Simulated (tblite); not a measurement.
Species: C7H10N (doublet state).
SMILES with atom numbers: `[CH3:1][C:2]#[C:3][C@@H:4]1[CH2:5][CH:6][N:7]1[CH3:8]` (hydrogens: H9, H10, H11 on C1; H12 on C4; H13, H14 on C5; H15 on C6; H16, H17, H18 on C8)

Structure optimised with GFN2-xTB, isolated species. This method treats the open shell by occupation alone, without spin polarisation.

(1) List the bond lengths, angles and torsions at this level.

## Answers

(1) 
| bond | length (Å) | order |
| --- | --- | --- |
| C1–C2 | 1.446 | single |
| C2≡C3 | 1.199 | triple |
| C3–C4 | 1.445 | single |
| C4–C5 | 1.549 | single |
| C5–C6 | 1.500 | single |
| C6–N7 | 1.394 | single |
| N7–C8 | 1.430 | single |
| C4–N7 | 1.468 | single |
| C1–H9, C1–H10, C1–H11 | 1.090 | single |
| C4–H12 | 1.100 | single |
| C5–H13 | 1.091 | single |
| C5–H14 | 1.094 | single |
| C6–H15 | 1.074 | single |
| C8–H16 | 1.102 | single |
| C8–H17, C8–H18 | 1.090 | single |

Bonds in one row agree within 0.01 Å and their mean is given. Orders are formal, as drawn. A selection of angles:
| angle | degrees |
| --- | --- |
| C1–C2–C3 | 178.9 |
| C2–C3–C4 | 177.8 |
| C3–C4–C5 | 117.2 |
| C3–C4–N7 | 114.4 |
| C5–C4–N7 | 88.4 |
| C4–C5–C6 | 85.5 |
| C5–C6–N7 | 93.3 |
| C6–N7–C8 | 127.9 |
| C4–N7–C6 | 92.6 |
| C4–N7–C8 | 124.6 |

Torsions: C3–C4–C5–C6 -120° (anticlinal); C4–C5–C6–N7 3° (synperiplanar); C5–C6–N7–C8 -142° (anticlinal); C3–C4–N7–C6 122° (anticlinal).

C6 (carbon bonded to C, N and H) has angles 130.1°, 124.7° and 93.3°, sum 348.0°, 0.25 Å off the plane of its three neighbours. The 4-membered ring C4–C5–C6–N7 has internal angles of 85.5° to 93.3°; it is almost planar, 0.02 Å rms from its mean plane, widest ring torsion 3°. N7 (nitrogen bonded to 3 C) is pyramidal (angles 127.9°, 124.6° and 92.6°, sum 345.1°, 0.31 Å off the plane of its three neighbours). The 3 C–N bonds span 1.394 Å (C6–N7, drawn single) to 1.468 Å (C4–N7, drawn single), a spread of 0.074 Å. The 5 C–C bonds span 1.199 Å (C2≡C3, drawn triple) to 1.549 Å (C4–C5, drawn single), a spread of 0.350 Å.

Point group: C1 (no symmetry element, even within 0.4 Å). GFN2-xTB frequencies show an imaginary mode (30i cm⁻¹), so the point is no minimum at that level.

These are computed values.
